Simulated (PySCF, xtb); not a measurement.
trans-(1R,2R)-1-bromo-2-fluorocyclopropane (C₃H₄BrF), SMILES F[C@@H]1C[C@H]1Br.

GFN2-xTB (xtb) at its own geometry gives an orbital gap of 5.05 eV and a dipole moment of 2.30 D.

Coordinates come from a PBE0-D3(BJ)/def2-SVP optimisation.

**Question.** What does PySCF with HF/def2-TZVP give? (An estimate is asked for; the answer gives what the named calculation found.)

**Answer.** gap 14.35 eV (levels -10.74 and 3.61 eV), dipole 1.32 D.
